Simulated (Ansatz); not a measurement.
TiSi₆⁺, relaxed as a doublet with UKS PBE0-D4/def2-SVP in Ansatz, starting from the GFN2-xTB geometry. Force threshold 0.02 eV/Å.

The charge 1 doublet is spin-contaminated (final ⟨S²⟩ up to 0.98, 0.75 for a pure state). The relaxation made no stability test and no search for a lower SCF solution. No other spin state of charge 1 was run. Another isomer (doublet) lies 0.71 eV lower at PBE0-D4/def2-TZVP; other spin states weren't run for this one.

Start:

```xyz
7

Ti    0.357   -0.807   -0.034
Si   -0.883    1.348   -0.691
Si    1.315    1.252   -1.697
Si    1.837    1.336    0.612
Si   -1.597   -1.910   -1.348
Si    1.025    0.107    2.323
Si   -2.054   -1.326    0.835
```

Question: Estimate the energy that the relaxation releases and the steps that it takes.

Answer: 75.7 kcal/mol, in 15 steps; 1.9 min on 4 threads of Arm Neoverse V2 on a shared host. No frequencies were taken in this run, so the end may be a saddle point.

Question: Does the start keep its bonding?

Answer: Bonds formed: Si2–Si4, Si2–Si5, Si2–Si7, Si4–Si7, Si6–Si7 (atoms count from 1).

Question: Predict the relaxed structure.

Answer: 
```xyz
7

Ti    0.986   -1.283   -0.115
Si   -0.545    0.388   -1.419
Si    1.433    1.533   -1.574
Si    0.892    1.172    0.623
Si   -2.099   -1.236   -0.976
Si    0.516   -0.119    2.486
Si   -1.183   -0.455    0.974
```
Bond lengths: 9 × Si–Si 2.29 to 2.66 Å; 6 × Si–Ti 2.56 to 3.20 Å.
